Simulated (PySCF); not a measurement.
Ga(F)(Cl)(OH) (ClFGaHO), SMILES [OH][Ga]([F])[Cl]. The structure is a stationary point at ωB97X-D3(BJ)/def2-SVP. The values are those of a single conformer.

Level of theory: ωB97X-D3(BJ)/def2-SVP in PySCF.

Harmonic wavenumbers (cm⁻¹): 151, 183, 185, 353, 454, 714, 766, 831, 3904. Rotational constants (GHz): 6.165, 2.870, 1.958; symmetry number 1.

### Question
Work out the zero-point energy and the ideal-gas rigid-rotor harmonic-oscillator thermochemistry at 298.15 K and 1 atm.

### Answer
ZPE = ½ Σ hcν = ½ × 7542 cm⁻¹ = 45.11 kJ/mol. H − E(el) = 62.11 kJ/mol. Entropy in J/(mol K): translation 170.48, rotation 111.42, vibration 41.33, total 323.23. G − E(el) = -34.26 kJ/mol. Cp = 77.85 J/(mol K).
